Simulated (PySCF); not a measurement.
# Ca (calcium, neutral) across methods

[Ar] 4s1 5s1, high-spin 3S determinant (an excited configuration). All numbers are calculated (PySCF 2.14, scalar relativity by spin-free X2C-1e, in aug-cc-pVQZ-X2C (8s7p5d3f2g, 93 functions)). The B2PLYP total includes its PT2 part (frozen core); its orbital energies are those of the SCF part.

```
 method  E (hartree)  mean ε 3p β (eV)  mean ε 4s α (eV)  mean ε 5s α (eV)  Σ⟨r²⟩ (bohr²)   ⟨S²⟩
    UHF   -679.52314           -39.886            -8.561            -2.044          151.6  2.000
 B2PLYP     -680.113           -36.217            -7.554            -1.692          142.7  2.000
   PBE0     -680.144           -34.008            -6.937            -1.642          134.6  2.000
    LDA     -678.446           -31.705            -6.465            -1.413          131.2  2.000
 M06-2X     -680.336           -36.364            -7.825            -1.848          132.8  2.000
wB97X-V     -680.226           -36.741            -8.635            -2.129          144.4  2.000
 r2SCAN     -680.276           -32.579            -6.512            -1.353          138.6  2.000
    PBE     -680.101           -31.671            -6.288            -1.428          131.8  2.000
```

The outer electron is Rydberg-like, and this basis confines it to a smaller radius and binds it less than a complete one would.
